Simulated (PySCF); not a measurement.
CH₂NS, SMILES N[C]=S, multiplicity 2.

Geometry optimised at PBE0-D3(BJ)/def2-TZVP. The isomer is the one that the SMILES or the coordinates give; other isomers of the formula were not compared. One conformer was computed; it need not be the lowest.

All values below come from TDA-PBE/def2-SVPD (PySCF).

Vertical excitations. Isolated molecule, no solvent.

```json
[
 {"state": "root 1", "energy (eV)": "2.62", "λ (nm)": "474", "f": "0.000", "main pairs": "α HOMO→LUMO 99 %"},
 {"state": "root 2", "energy (eV)": "3.21", "λ (nm)": "386", "f": "0.001", "main pairs": "β HOMO→LUMO 99 %"},
 {"state": "root 3", "energy (eV)": "3.90", "λ (nm)": "318", "f": "0.014", "main pairs": "α HOMO−1→LUMO 20 %, β HOMO−1→LUMO 76 %"},
 {"state": "root 4", "energy (eV)": "4.02", "λ (nm)": "308", "f": "0.026", "main pairs": "α HOMO→LUMO+1 97 %"},
 {"state": "root 5", "energy (eV)": "4.30", "λ (nm)": "288", "f": "0.003", "main pairs": "α HOMO−1→LUMO 37 %, β HOMO→LUMO+1 53 %, β HOMO−1→LUMO 9 %"},
 {"state": "root 6", "energy (eV)": "5.12", "λ (nm)": "242", "f": "0.016", "main pairs": "α HOMO→LUMO+2 95 %"},
 {"state": "root 7", "energy (eV)": "5.22", "λ (nm)": "237", "f": "0.000", "main pairs": "α HOMO−2→LUMO 17 %, β HOMO−1→LUMO+1 80 %"},
 {"state": "root 8", "energy (eV)": "5.38", "λ (nm)": "230", "f": "0.073", "main pairs": "α HOMO→LUMO+3 96 %"},
 {"state": "root 9", "energy (eV)": "5.51", "λ (nm)": "225", "f": "0.005", "main pairs": "α HOMO→LUMO+4 98 %"},
 {"state": "root 10", "energy (eV)": "5.94", "λ (nm)": "209", "f": "0.000", "main pairs": "α HOMO−2→LUMO 57 %, α HOMO−1→LUMO+1 9 %, β HOMO−1→LUMO+1 18 %, β HOMO→LUMO+2 9 %, β HOMO−2→LUMO 7 %"}
]
```
Unrestricted roots are not spin-pure.
